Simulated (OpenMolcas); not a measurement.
## Au5+: moving or changing the point charges

Au5+ among 4 point charges of -1.5 e arranged as a tetrahedron (Td), 1.82 Å from the ion.
```
   1.0508    1.0508    1.0508  -1.50
   1.0508   -1.0508   -1.0508  -1.50
  -1.0508    1.0508   -1.0508  -1.50
  -1.0508   -1.0508    1.0508  -1.50
```

| Item | Value |
| --- | --- |
| Program | OpenMolcas |
| Method | CASSCF |
| Basis | ANO-RCC-VDZP [7s6p4d2f] |
| Scalar Hamiltonian | DKH2, point nucleus |
| Active space | 6 electrons in 5 orbitals (5d) |
| State averaging | 2S+1 = 5 even, 5 roots; 2S+1 = 3 even, 45 roots; 2S+1 = 1 even, 50 roots |
| Spin-orbit coupling | RASSI with atomic mean-field integrals over the reference wave functions |

Runs around this geometry, states (labels of Td). Energies in cm-1 above the lowest state or level, χT in cm3 K/mol; 10Dq and B are least-squares fits to the states below 45000 cm-1, weighted by degeneracy, with a free offset, and given where the rms deviation is under 5 % of |10Dq| (or 100 cm-1) and under 700 cm-1; 10Dq is negative for this site.

```json
{"R (Å)": "1.82", "q (e)": "-0.98", "Ground state": "5E", "First state of that spin": "5T2 2185", "10Dq": "-2088", "B (rms of fit)": "1001 (24)", "First gap with spin-orbit (degeneracies)": "97.8 (1, 3)", "χT at 300 K": "5.003", "First state of another spin": "3T1 20221"}
{"R (Å)": "1.74", "q (e)": "-1.5", "Ground state": "5E", "First state of that spin": "5T2 3861", "10Dq": "-3708", "B (rms of fit)": "997 (41)", "First gap with spin-orbit (degeneracies)": "193.2 (1, 2)", "χT at 300 K": "4.676", "First state of another spin": "3T1 19211"}
{"R (Å)": "1.82", "q (e)": "-1.5", "Ground state": "5E", "First state of that spin": "5T2 3174", "10Dq": "-3041", "B (rms of fit)": "999 (33)", "First gap with spin-orbit (degeneracies)": "157.0 (1, 3)", "χT at 300 K": "4.827", "First state of another spin": "3T1 19666"}
{"R (Å)": "1.96", "q (e)": "-1.5", "Ground state": "5E", "First state of that spin": "5T2 2279", "10Dq": "-2177", "B (rms of fit)": "1001 (26)", "First gap with spin-orbit (degeneracies)": "104.1 (1, 3)", "χT at 300 K": "4.986", "First state of another spin": "3T1 20175"}
```

Taking |10Dq| as R^-n, n = -ln(2177 / 3708) / ln(1.96 / 1.74) = 4.5 between the shortest and longest distance. The point-charge formula for a cubic d site gives n = 5.

Scaling the charges by -0.98 / -1.5 = 0.65 scales |10Dq| by 2088 / 3041 = 0.69; with fixed orbitals a first-order splitting would follow the charge.

An orbital doublet at a regular site is open to a Jahn-Teller distortion, which this geometry leaves out. Without dynamic correlation the repulsion within the d shell is too large (B by tens of per cent), so at a given field states of lower spin stand too high. Point charges give a weaker field than real ligands, and real ions of this kind are as a rule low spin; the high spin found here belongs to the model. The ground term spreads over less than 5000 cm-1, several times less than with real ligands, so orbital moments are less quenched and χT lies further from the spin-only value than at real sites. Spin-orbit coupling mixes the spin-free states strongly: the lowest level takes only 53 % from its leading state, 5E (figures for R = 1.82, q = -0.98; the like holds for R = 1.74, q = -1.5, R = 1.82, q = -1.5, R = 1.96, q = -1.5). Point charges carry no covalency, so the field is a model and not that of real ligands. No measured value stands beside these numbers.
